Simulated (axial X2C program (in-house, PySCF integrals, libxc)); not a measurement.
TiAs: properties at the nuclei

Computed with an in-house all-electron X2C program for linear molecules (integrals from PySCF): two-component X2C with atomic mean-field Coulomb and Gaunt terms, Gaussian nuclei, basis As dyall-cv3z, Ti dyall-cv3z with contracted cores.

R = 2.376 Å (near the PBE0 minimum at charge 0 of the determinant lowest at the starting distance; the state shown can have its own minimum elsewhere).

Determinant lowest in the PBE0 search, Ω = 3/2 (⟨Sz⟩ = -0.50, ⟨Lz⟩ = 2.00 at PBE0), spin on the atoms As 0.77, Ti -1.27:

| level | Eeff magnitude (GV/cm) | Ws magnitude As (kHz) | Ws magnitude Ti (kHz) | A∥/gI As (MHz) | qzz As (a.u.) | A∥/gI Ti (MHz) | qzz Ti (a.u.) | μ (D) |
| --- | --- | --- | --- | --- | --- | --- | --- | --- |
| PBE0 | 0.08 | 0.00935 | 0.0303 | -162 | -1.18 | 100 | 0.00 | 5.81 |
| PBE | 0.137 | 0.0139 | 0.0252 | -94.5 | -0.51 | 159 | -0.07 | 5.51 |
| LDA | 0.12 | 0.0167 | 0.0179 | -53.2 | -0.38 | 202 | -0.12 | 5.56 |
| BHandHLYP | 0.0588 | 0.00388 | 0.0133 | -248 | -1.59 | 172 | 0.08 | 6.34 |

Eeff is the effective electric field on the electron electric dipole moment in this Ω state and Ws the scalar–pseudoscalar constant of the nucleus named (defined with the proton number Z and per Ω); A∥ (defined per Ω) follows by multiplying with gI = μI/(I μN); qzz is the electric field gradient, eQq0 = 234.96 MHz × Q/barn × qzz; μ is positive if the Ti end (last atom) is positive. The operators were transformed with the bare-nucleus X2C matrices; with these basis sets, hyperfine constants and field gradients can be off by tens of per cent, and where levels differ in sign neither size nor sign is settled.

Each state is one determinant with collinear spin. Where Eeff spreads by more than a factor of two the levels disagree and none is to be relied on. In the state Ω = 3/2 the atomic spins oppose each other (0.77, -1.27): a broken-symmetry determinant whose values are not spin-projected. Left out as unconverged or as another state under the same occupation: HF in at least one table. At BHandHLYP a later determinant lies lower. States lie within half an eV, so the first need not be the ground state. The sign of Ws at As differs between levels in the first state. Further determinants of the search, some of them spin-mixed, are not shown. Where a field gradient or hyperfine factor spreads by more than a factor of two over the levels, a constant derived from it is not to be relied on.
